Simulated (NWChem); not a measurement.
SnClF$_{3}$; SMILES [F][Sn]([Cl])([F])[F]

All runs: NWChem. The geometry was optimised at PBE0/def2-SVP. Not confirmed as a minimum by frequencies. def2 effective core potentials on Sn; no spin-orbit coupling.

Diagonal of the polarisability tensor at B3LYP/def2-SVPD, static: 44.32, 44.32, 58.18 bohr³.

Question: Find the mean polarisability volume, the molar refraction, and the refractive index that an ideal gas of it would have at 273.15 K and 1 atm.

Answer: 
1. Mean: one third of the trace = 48.94 bohr³ × 0.14818 Å³/bohr³ = 7.25 Å³.
2. Molar refraction (Lorentz-Lorenz): (4π/3) N_A α = 18.3 cm³/mol.
3. Number density p/kT = 2.687 × 10⁻⁵ Å⁻³; n − 1 = 2π N α = 12.24 × 10⁻⁴.
4. These hold the electronic response alone: vibrational and orientational terms add to the static dielectric constant.
